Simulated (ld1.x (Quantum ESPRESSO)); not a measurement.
## Varying the RRKJ potential for Tb

Base potential:

- Element: Tb
- Generator: ld1.x (Quantum ESPRESSO) 7.5
- Type: norm-conserving RRKJ (Kleinman–Bylander form)
- Functional: PBE
- Relativity: scalar-relativistic
- Frozen core: [Kr] 4d10 4f8
- Valence charge: 11
- Reference configuration: 5s2 5p6 5d1 6s0 6p0 (charge +2)
- Partial waves: 5p (bound): rc 1.70 bohr; 5d (bound): rc 2.65 bohr; 5s (bound): rc 1.80 bohr
- Local potential: the s channel
- Core correction: none

All-electron outer shells of the reference configuration (PBE, scalar-relativistic, ld1.x):

```csv
shell,level (eV),outermost node (bohr),outermost maximum (bohr)
5s,-65.20,0.64,1.18
5p,-41.76,0.69,1.33
4f,-22.88,–,0.55
6s,-15.24,1.56,3.01
5d,-15.18,0.77,1.85
6p,-10.83,1.84,3.72
```

Cutoffs, loose and tight: the cutoffs (Ry, on a coarse ladder) from which the occupation-weighted sum of valence levels, in a spherical-Bessel basis at the reference potential, stays within 10 and 1 mRy of its value at 400 Ry. They do not see the model core or the augmentation charge, which bear on the density cutoff. Test errors are all-electron minus pseudo excitation energies from the reference, over the configurations 5s2 5p6 5d1 6s2 6p0; 5s2 5p6 5d1 6s1 6p0; 5s2 5p6 5d0 6s0 6p0; 5s2 5p6 5d2 6s1 6p0; 5s2 5p6 5d1.5 6s1.5 6p0; 5s2 5p6 5d1 6s0 6p1; 5s2 5p6 5d1 6s1.5 6p0. A dash means not determined; rows that change the core or the reference have their own tests.

| change | outcome | cutoff, loose | cutoff, tight | bound ghosts | largest test error (meV) |
| --- | --- | --- | --- | --- | --- |
| base | generated | 50 Ry | 80 Ry | none | +735 |
| wave 5d (bound): rc 2.65 bohr becomes 5d (bound): rc 1.80 bohr | generated | 50 Ry | 80 Ry | none | +736 |
| wave 5d (bound): rc 2.65 bohr becomes 5d (bound): rc 2.10 bohr | generated | 50 Ry | 80 Ry | none | +736 |
| wave 5d (bound): rc 2.65 bohr becomes 5d (bound): rc 2.46 bohr | generated | 50 Ry | 80 Ry | none | +736 |
| wave 5d (bound): rc 2.65 bohr becomes 5d (bound): rc 2.76 bohr | generated | 50 Ry | 80 Ry | none | +734 |
| wave 5d (bound): rc 2.65 bohr becomes 5d (bound): rc 2.92 bohr | generated | 50 Ry | 80 Ry | none | +732 |
| wave 5d (bound): rc 2.65 bohr becomes 5d (bound): rc 3.26 bohr | generated | 50 Ry | 80 Ry | none | +723 |
| wave 5d (bound): rc 2.65 bohr becomes 5d (bound): rc 3.58 bohr | generated | 50 Ry | 80 Ry | none | +705 |
| wave 5d (bound): rc 2.65 bohr becomes 5d (bound): rc 3.96 bohr | generated | 50 Ry | 80 Ry | none | +673 |

Reading the sweep of the d radius (base included, trends over the rows without a ghost): The loose cutoff stays near 50 Ry. The median size of the test errors (rows with all tests solved) stays near 472.8 meV.
